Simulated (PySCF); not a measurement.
Atomic charges by several schemes

C₆H₁₂OSSi.
Z-matrix (Å and degrees, GFN2-xTB geometry), rows numbered from 1:
```
C 
C   1  1.3270
C   2  1.5029  1  123.82
C   3  1.5232  2  116.02  1     0.32
Si  2  1.8789  1  123.45  3   179.86
O   5  1.6609  2  102.37  1     1.46
C   6  1.3103  5  125.03  2   179.90
C   7  1.4926  6  115.09  5   179.74
S   7  1.6264  6  122.11  5    -0.57
H   1  1.0769  2  120.94  3   179.98
H   1  1.0778  2  123.21  3     0.02
H   3  1.0934  2  107.74  1   123.21
H   3  1.0935  2  107.72  1  -122.53
H   4  1.0877  3  109.81  2   179.95
H   4  1.0873  3  110.76  2   -60.51
H   4  1.0873  3  110.75  2    60.42
H   5  1.4614  2  112.52  1   118.06
H   5  1.4619  2  112.65  1  -114.95
H   8  1.0857  7  110.36  6  -171.45
H   8  1.0895  7  109.80  6   -49.73
H   8  1.0906  7  109.40  6    68.24
```

Density: PBE0/pcSseg-1 (PySCF); schemes: Mulliken, IAO, Hirshfeld and ESP-fitted. Isolated species at its GFN2-xTB geometry (one conformer only).

Question: Tabulate the Mulliken, IAO, Hirshfeld and ESP-fitted charges.

Answer: In e:

| atom | environment | Mulliken | IAO | Hirshfeld | ESP-fitted |
| --- | --- | --- | --- | --- | --- |
| C1 | terminal =CH2 carbon | -0.079 | -0.305 | -0.099 | -0.387 |
| C2 | fully substituted alkene carbon | -0.565 | -0.269 | -0.088 | -0.033 |
| C3 | allylic carbon | -0.219 | -0.256 | -0.067 | +0.105 |
| C4 | methyl carbon | -0.273 | -0.419 | -0.114 | -0.432 |
| Si5 | oxygen-bound silicon | +0.869 | +0.961 | +0.375 | +0.277 |
| O6 | silyl ether oxygen | -0.533 | -0.531 | -0.154 | -0.184 |
| C7 | thiocarbonyl carbon | +0.011 | +0.166 | +0.125 | +0.345 |
| C8 | methyl carbon | -0.197 | -0.443 | -0.122 | -0.512 |
| S9 | thiocarbonyl sulfur | -0.149 | -0.169 | -0.157 | -0.283 |
| H10 | vinylic hydrogen | +0.114 | +0.152 | +0.036 | +0.129 |
| H11 | vinylic hydrogen | +0.111 | +0.144 | +0.045 | +0.174 |
| H12 | methylene hydrogen | +0.136 | +0.141 | +0.042 | +0.040 |
| H13 | methylene hydrogen | +0.136 | +0.142 | +0.042 | +0.041 |
| H14 | methyl hydrogen | +0.121 | +0.146 | +0.044 | +0.114 |
| H15 | methyl hydrogen | +0.121 | +0.141 | +0.041 | +0.116 |
| H16 | methyl hydrogen | +0.120 | +0.141 | +0.041 | +0.117 |
| H17 | Si–H hydrogen | -0.079 | -0.127 | -0.078 | -0.061 |
| H18 | Si–H hydrogen | -0.077 | -0.127 | -0.078 | -0.059 |
| H19 | methyl hydrogen | +0.143 | +0.173 | +0.051 | +0.141 |
| H20 | methyl hydrogen | +0.140 | +0.167 | +0.056 | +0.176 |
| H21 | methyl hydrogen | +0.147 | +0.172 | +0.060 | +0.176 |

Mean size of the charges over all atoms: IAO 0.252 e, Mulliken 0.207 e, ESP-fitted 0.186 e, Hirshfeld 0.091 e. Each set sums to the total charge, 0, to within 0.001 e. The Mulliken scheme gives each basis function's population to the atom it is centred on and halves the overlap population of two atoms between them. The Hirshfeld scheme weights the molecular density at each point by an atom's share of the summed free-atom densities.

Lowest charge. The schemes don't all agree: Mulliken C2 (-0.565); IAO O6 (-0.531); Hirshfeld S9 (-0.157); ESP-fitted C8 (-0.512).

Highest charge. The schemes don't all agree: Mulliken Si5 (+0.869); IAO Si5 (+0.961); Hirshfeld Si5 (+0.375); ESP-fitted C7 (+0.345).

Question: How many electrons does the ESP-fitted scheme count on C3?

Answer: Z − q = 6 − (+0.105) = 5.895.

Question: How closely do the schemes follow one another over all atoms?

Answer: Correlation coefficient and root-mean-square difference: IAO with Hirshfeld 0.96, 0.208 e; Mulliken with IAO 0.94, 0.113 e; Mulliken with Hirshfeld 0.90, 0.189 e; IAO with ESP-fitted 0.77, 0.203 e; Hirshfeld with ESP-fitted 0.77, 0.158 e; Mulliken with ESP-fitted 0.58, 0.242 e.

Question: Sum the charges by element, for elements with more than one atom.

Answer: 
| element | atoms | Mulliken | IAO | Hirshfeld | ESP-fitted |
| --- | --- | --- | --- | --- | --- |
| C | 6 | -1.321 | -1.526 | -0.366 | -0.914 |
| H | 12 | +1.134 | +1.266 | +0.302 | +1.104 |
